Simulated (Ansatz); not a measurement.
Consider the homolysis of the C–Si bond: `C[SiH2]OC(C)=O` → `[CH3]`• + `CC(=O)O[SiH2]`•.

Calculated with Ansatz (gas phase, PBE0-D4/def2-TZVP geometries, no zero-point term in ΔE). CCSD(T)/CBS adds triple-zeta CCSD(T) − MP2 to the extrapolated MP2 energy (def2 sets, frozen cores). This one scheme is used for every species. Functionals use def2-TZVPP. B3LYP here is the variant with VWN-RPA as its local correlation; programs differ in this. Open shells (•) are unrestricted, without spin–orbit coupling. Each species was taken in one conformer, which may not be the lowest.

`C[SiH2]OC(C)=O`:

```xyz
14

C     1.438   -0.448   -2.093
Si    1.057   -0.793   -0.309
O    -0.264    0.213    0.037
C    -0.772    0.182    1.277
C    -1.929    1.113    1.451
O    -0.318   -0.531    2.134
H     1.695    0.603   -2.242
H     2.286   -1.054   -2.422
H     0.583   -0.686   -2.730
H     2.196   -0.430    0.567
H     0.666   -2.208   -0.104
H    -1.616    2.134    1.224
H    -2.305    1.052    2.469
H    -2.718    0.853    0.742
```

`[CH3]`•:

Z-matrix (Å, degrees):
```
C
H 1 1.080
H 1 1.080 2 120.0
H 1 1.080 2 120.0 3 180.0
```

`CC(=O)O[SiH2]`•:

```xyz
10

C     0.570   -0.020   -1.636
C     0.530   -0.099   -0.145
O     1.487   -0.079    0.584
O    -0.718   -0.200    0.340
Si   -0.867   -0.246    2.029
H     0.005    0.852   -1.971
H     0.085   -0.901   -2.062
H     1.600    0.046   -1.977
H    -0.354    1.018    2.620
H    -2.337   -0.374    2.217
```

Q: What is ΔE at CCSD(T)/CBS? (Best estimate.)

A: Computed: +97.7 kcal/mol.

Q: What do these levels give: PBE-D4, ωB97M-V, r2SCAN, B3LYP, MP2/def2-QZVPP, SCS-MP2/def2-QZVPP? (Estimate.)

A: Ansatz gave: PBE-D4 93.3, ωB97M-V 98.8, r2SCAN 89.6, B3LYP 90.1, MP2/def2-QZVPP 99.4, SCS-MP2/def2-QZVPP 99.0 kcal/mol.

Largest T1 diagnostic among the species: 0.016.

In def2-TZVPP, CCSD(T) changes the Hartree–Fock value by +24.7 kcal/mol (the triples alone add +1.8 kcal/mol) and MP2 by +27.5 kcal/mol; breaking electron pairs costs correlation energy, which Hartree–Fock lacks. The D4 term adds +2.2 kcal/mol with B3LYP and +1.2 kcal/mol with PBE0; it sums over pairs of atoms, weighted by their polarisabilities, and B3LYP, whose exchange is more repulsive, gets the larger term.
